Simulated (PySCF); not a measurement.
C₃H₄BrF. Atoms are numbered in the order given.

```xyz
9

C     -1.3744    -1.6821     0.0000
C      0.0929    -1.4446     0.0000
F      0.8086    -2.5877     0.0000
C      0.7793    -0.2977     0.0000
Br    -0.0253     1.4117     0.0000
H     -1.6587    -2.2706     0.8880
H     -1.9301    -0.7372     0.0000
H     -1.6587    -2.2706    -0.8880
H      1.8692    -0.2934     0.0000
```

The structure is a stationary point at B3LYP-D3(BJ)/def2-SVP.

These are PySCF with PBE0/def2-TZVP values and carry that method's errors.

Atomic charges (e):

```tsv
atom	Löwdin	Mulliken
C1	-0.27	-0.35
C2	-0.36	0.18
F3	0.19	-0.19
C4	-0.43	-0.18
Br5	0.31	-0.06
H6	0.14	0.14
H7	0.14	0.15
H8	0.14	0.14
H9	0.14	0.16
```

Problem. Give the Mayer and Wiberg (Löwdin basis) orders of the bonds. (Estimate from the structure and the level; the computed values follow.)

Solution. 
```
bond    Mayer  Wiberg
------  -----  ------
C1–C2    1.02    1.29
C2–F3    1.03    1.68
C2–C4    1.87    2.01
C4–Br5   1.07    1.63
C1–H6    0.95    0.88
C1–H7    0.95    0.88
C1–H8    0.95    0.88
C4–H9    0.93    0.86
```
